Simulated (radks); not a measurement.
Polarisability of the zinc ion Zn+, [Ar] 3d10 4s1, at imaginary frequency. Method: scalar-relativistic Kohn-Sham, LDA (Slater exchange, Perdew-Wang correlation), spin-polarised, spherical densities, finite nucleus; open shells are filled with parallel spins first; Fermi nuclear charge, rms radius 3.9283 fm; computed with a radial shooting solver on a logarithmic mesh with Libxc functionals. Response by self-consistent Sternheimer equations with the Hartree and adiabatic LDA kernel, the relativistic mass of each level held fixed and spin-orbit coupling left out.

w (hartree)  alpha1(iw) (bohr^3)  alpha2(iw) (bohr^5)
0.00266                    16.03                66.16
0.0143                     15.99                66.10
0.0360                     15.78                65.74
0.0697                     15.13                64.60
0.118                      13.75                61.94
0.186                      11.53                56.85
0.280                      8.854                48.77
0.413                      6.332                38.10
0.605                      4.333                26.67
0.892                      2.884                16.69
1.35                       1.859                9.404
2.12                       1.122                4.748
3.59                      0.5923                2.067
6.94                      0.2395               0.6926
17.5                     0.05479               0.1311

Static values: alpha1 = 16.03 bohr^3 (2.375 angstrom^3; uncoupled 22.88), alpha2 = 66.17 bohr^5, alpha3 = 590.6 bohr^7. C6 = 66.97, C8 = 1635, triple-dipole C9 = 729.4 atomic units. One-pole (London) frequency 4 C6 / (3 alpha1^2) = 0.348 hartree, against 0.543 for minus the highest occupied eigenvalue.
